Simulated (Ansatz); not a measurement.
Energy difference R1 → 2 P1, each structure at its B3LYP-D3(BJ)/def2-TZVP stationary point, reached from a drawn start (curvature not checked).
R1: H4Sn2 (SMILES [SnH2]=[SnH2]), charge 0, multiplicity 1.
P1, H2Sn (SMILES [SnH2]) (charge 0, multiplicity 1, Z-matrix in Å and degrees):
```
Sn
H 1 1.7804
H 1 1.7804 2 90.56
```

P less R. No zero-point or thermal terms; no spin–orbit coupling.

Cores are frozen in the correlated methods. In cc and def2 sets filled d and f shells under p-block atoms count as core.

The values were computed with Ansatz (Gaussian basis) for Hartree–Fock, density functionals and correlated methods. Each number belongs to the level named beside it. Elements past Kr take the def2 small-core potentials, without spin–orbit coupling.

Total energies in hartree:

```tsv
structure	PBE/def2-TZVPP	PBE0/def2-TZVPP	CCSD(T)/def2-QZVPP
R1	-430.950073	-430.967300	-429.255283
P1	-215.449046	-215.458355	-214.603455
```

Work out the reaction energy at each level in kJ/mol (1 hartree = 2625.49964 kJ/mol), and say how far PBE/def2-TZVPP lies from CCSD(T)/def2-QZVPP.


- PBE/def2-TZVPP: 2 × (-215.449046) − (-430.950073) = 0.051981 hartree = 136.5 kJ/mol
- PBE0/def2-TZVPP: 2 × (-215.458355) − (-430.967300) = 0.050590 hartree = 132.8 kJ/mol
- CCSD(T)/def2-QZVPP: 2 × (-214.603455) − (-429.255283) = 0.048373 hartree = 127.0 kJ/mol
PBE/def2-TZVPP less CCSD(T)/def2-QZVPP: 9.5 kJ/mol. CCSD(T)/def2-QZVPP is the level counted from, the highest shown, and no exact or measured value.

Ansatz is a program for electronic structure.
